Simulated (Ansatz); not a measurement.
System: Cr, charge 0, septet.

Total energies in def2-QZVPP, 6 correlated electrons, 9 frozen orbitals. Open shells are spin-unrestricted; no spin-orbit coupling. Cores are frozen in correlated methods (noble-gas shells, and filled d and f shells in the p block). No relativity. Open-shell metal atoms are single determinants, not pure terms.

| method | program | energy (Eh) | minus CCSDT(Q) (mEh) |
|---|---|---|---|
| HF | Ansatz | -1043.35585 | 107.54 |
| MP2 | Ansatz | -1043.45377 | 9.62 |
| CCSD | Ansatz | -1043.45987 | 3.52 |
| CCSD(T) | Ansatz | -1043.46300 | 0.38 |
| CCSDT(Q) | Ansatz | -1043.46338 | 0.00 |

Ansatz is a quantum-chemistry and plane-wave program.
